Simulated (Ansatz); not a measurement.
A run on Cl2F2Ga2H2 (`[Cl][Ga@H-]1[F+][Ga@@H-]([Cl])[F+]1`) with other settings.

```yaml
crystal:
  periodic: [false, false, false]
  atoms:
    - {symbol: Cl, position_ang: [0.091966, 2.341042, 1.700851]}
    - {symbol: Ga, position_ang: [1.117963, 0.860502, 0.556806]}
    - {symbol: F, position_ang: [0.065602, 0.619549, -1.083270]}
    - {symbol: Ga, position_ang: [-0.908975, -0.962207, -0.736270]}
    - {symbol: Cl, position_ang: [-2.815647, -0.391310, -0.176261]}
    - {symbol: F, position_ang: [0.190754, -0.826275, 0.864452]}
    - {symbol: H, position_ang: [2.663145, 0.655357, 0.308412]}
    - {symbol: H, position_ang: [-0.363789, -2.111882, -1.528748]}
basis:
  gaussian: {orbitals: 6-31G}
hamiltonian: {xc: {name: B97}}
scf: {lower_state_search: full}
```

```sh
$ ansatz run in.yaml --threads 4 --pin off --events-out ev --progress --plain --max-ram 10444MiB
```

Shortened log:

```
Functional definition: B97
1021 factors; integrals over basis functions are off by at most 5.9e-4 eV
mean field evaluation 1: about -135238.7563 eV, gradient 5.0e1 eV
mean field evaluation 2: about -135238.7788 eV, gradient 5.0e1 eV
mean field evaluation 4: about -135242.8312 eV, gradient 5.6e0 eV
mean field evaluation 8: about -135242.9106 eV, gradient 3.5e-1 eV
mean field evaluation 16: about -135242.9109 eV, gradient 1.1e-4 eV
mean field -135242.91094544 eV, -4970.0853063076 hartree, gradient 1.1e-5 eV, S^2 0.000000; 0 other end points of the search recorded, 0 dependent functions left out
reference -135242.91098683 eV, -4970.0853078283 hartree; 58, 58 occupied and 48, 48 virtual orbitals, 1021 factors
Total energy: -135242.91098683 eV, -4970.0853078283 hartree
```

Run time 17 s (4 threads of an Intel Xeon on a shared host); peak host memory 0.35 GiB.
